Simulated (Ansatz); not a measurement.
Saddle point of BNH3ClF2, closed shell (BNH₂F₂ ([NH2][B]([F])[F]) + HCl → BClF₂ ([F][B]([F])[Cl]) + NH₃ (still joined by a long B–N bond); bonds formed: B1–Cl6, N2–H5; bonds broken: H5–Cl6; bonds weakened to dative contacts: B1–N2), PBE0-D4/def2-TZVP structure:

```xyz
8
angstrom
B -0.3846 -0.7313 0.0411
N -0.2780 0.7671 -0.0238
F -0.6452 -1.3774 -1.0722
F -0.5802 -1.2829 1.2168
H 0.9583 0.6150 -0.0526
Cl 2.1445 -0.4504 -0.0423
H -0.6312 1.1954 -0.8708
H -0.5836 1.2646 0.8038
```

Energies are electronic, without zero-point energy. Barriers and step energies count from the start structure reached by relaxing down the imaginary mode; all methods use the PBE0-D4 structures, on which another method's saddle can fall below an end. Program: Ansatz 0.2.0. Basis: def2-TZVPP, with def2-QZVPP for the basis limit. Cores are frozen in the correlated methods. B3LYP uses VWN-RPA correlation. Extrapolation: Hartree–Fock as exp(−7.88 √X), correlation as X^−2.97.

| method | barrier (kJ/mol) | step energy (kJ/mol) |
| --- | --- | --- |
| SPW92 | ? | -64.9 |
| PBE-D4 | 50.8 | -47.2 |
| BLYP-D4 | 64.1 | -31.6 |
| r2SCAN-D4 | 52.6 | -53.5 |
| B97M-V | 69.1 | -47.2 |
| PBE0-D4 | 58.3 | -53.4 |
| B3LYP-D4 | 69.1 | -38.0 |
| r2SCAN0-D4 | 58.7 | -56.8 |
| BHLYP-D4 | 77.6 | -44.5 |
| CAM-B3LYP-D4 | ? | -43.2 |
| wB97X-V | 68.3 | -54.4 |
| wB97M-V | 66.4 | -52.2 |
| B2PLYP | 73.0 | -41.6 |
| PBE-QIDH | ? | -57.9 |
| RPA on PBE | 77.9 | -48.2 |
| HF | 105.5 | -31.4 |
| MP2 | 68.9 | -53.9 |
| CCSD | 82.2 | -47.6 |
| CCSD(T) | 75.3 | -50.1 |

Task: Fill in the withheld barriers. (An estimate is asked for; the value comes from the calculation.)

Result: By the calculation: CAM-B3LYP-D4 71.5; SPW92 28.0; PBE-QIDH 64.8 kJ/mol. Each is the energy of the saddle less that of the start structure, by the same method.

For comparison, the barrier by CCSD(T) at an estimated basis limit (MP2 extrapolated from triple and quadruple zeta, plus CCSD(T) − MP2 in triple zeta) is 70.5 kJ/mol.

The T1 diagnostic stays at or below 0.012.

Hydrogen chloride, the by-product of chloride precursors, can attack films and sites by steps of this kind.

Labels in which every atom is bracketed show which atoms are joined, not bond orders.

For scale, one of the runs: CCSD(T)/def2-TZVPP, 208 basis functions, launched by `ansatz run in.yaml --threads 4 --pin off --events-out ev --progress --plain --max-ram 9574MiB`. Time: 100 s of wall clock on 4 CPU threads of an Intel Xeon; the host was shared. Peak host memory: 3 GiB.
